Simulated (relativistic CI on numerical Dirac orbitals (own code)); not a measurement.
Method of calculation: Dirac-Coulomb-Breit CI, orbitals from a KLI potential per configuration, model QED (radiative potential, 1s self-energy scaled to tabulated hydrogen-like ionisation energies), unscaled Slater integrals (own radial code, finite nucleus).

Configurations in the expansion (outside the closed core [Ar]): 3d10 4s2, 3d10 4s 4p, 3d10 4p2, 3d10 4s 4d, 3d10 4d2, 3d10 4s 4f, 3d10 4p 4d, 3d10 4p 5s, 3d10 4s 5s, 3d10 4f2, 3d10 4p 4f, 3d10 4s 5p, 3d10 4s 5d, 3d10 4d 5s, 3d10 4s 6s, 3d10 4d 4f, 3d10 4s 6p, 3d10 4s 5f, 3d10 5s2, 3d10 4s 5g, 3d10 4s 6d, 3d10 4s 7s, 3d10 4f 5s, 3d10 4s 7p, 3d10 4s 7d, 3d9 4s2 4p, 3d9 4s2 4d, 3d9 4s2 5s. Double excitations out of closed p, d and f shells are left out; levels of such configurations are missing from the list, as are those of other unlisted configurations, and high levels can miss mixing partners. These lack a partner that the ground configuration has and come out too high: 3d9 4s2 4p, 3d9 4s2 4d, 3d9 4s2 5s.

At this charge configurations can still be misplaced by up to about 7 % of their energy. 20 of the 21 excited levels that our extract of the measured tables holds in this range could be paired (the sources list more); they are missed by 2945 cm⁻¹ on average and 4241 at most, and levels without a partner can miss by more.

Outline of the computed level scheme of Rb VIII. Lowest level of each configuration: 3d10 4s2 1S_0 at 0.0000 eV; 3d10 4s 4p 3P°_0 at 15.8081 eV; 3d10 4p2 3P_0 at 37.7947 eV; 3d10 4s 4d 3D_1 at 48.7170 eV; 3d10 4s 5s 3S_1 at 64.3781 eV; 3d10 4p 4d 3F°_2 at 65.6063 eV; 3d10 4s 5p 3P°_0 at 72.0544 eV; 3d10 4s 4f 3F°_2 at 75.3611 eV; 3d10 4p 5s 3P°_0 at 84.3832 eV.

Some strong electric-dipole decays among the lowest 40 levels: 3d10 4s 4f 1F°_3 → 3d10 4s 4d 1D_2 (4.5e+10 s⁻¹); 3d10 4s 4d 1D_2 → 3d10 4s 4p 1P°_1 (3.8e+10 s⁻¹); 3d10 4s 5s 1S_0 → 3d10 4s 4p 1P°_1 (3.1e+10 s⁻¹); 3d10 4p 4d 3D°_3 → 3d10 4p2 1D_2 (3.1e+10 s⁻¹); 3d10 4s 4f 3F°_4 → 3d10 4s 4d 3D_3 (3.0e+10 s⁻¹); 3d10 4p 4d 3D°_3 → 3d10 4p2 3P_2 (3.0e+10 s⁻¹); 3d10 4p 4d 3D°_1 → 3d10 4p2 3P_0 (2.9e+10 s⁻¹); 3d10 4s 4f 3F°_3 → 3d10 4s 4d 3D_2 (2.7e+10 s⁻¹).

LS names give the leading component of a level, which can be under half, so a name can repeat, a term be missing and a line seem to break the LS rules.
